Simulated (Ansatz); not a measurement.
Ansatz (an electronic-structure program) input:

Ansatz 0.2 input:
```yaml
crystal:
  periodic: [false, false, false]
  atoms:
    - {symbol: Ge, position_ang: [-0.01666714, -0.01482603, -0.00106166]}
    - {symbol: O, position_ang: [-1.31849404, -1.17284874, -0.08398536]}
    - {symbol: F, position_ang: [-0.21855309, 1.53016977, -0.58608032]}
    - {symbol: F, position_ang: [1.44980874, -0.43492277, 0.66450878]}
basis:
  gaussian:
    orbitals: def2-TZVPD
hamiltonian:
  xc: {name: B97M-V}
total_charge: 1
magnetization: {spin_polarized: true, initial_magnetization: 1}
output: {forces: true}
```

Task: Which total energy does the run end on?

Result: -2351.18094 Eh (B97M-V/def2-TZVPD). The basis has 174 functions.
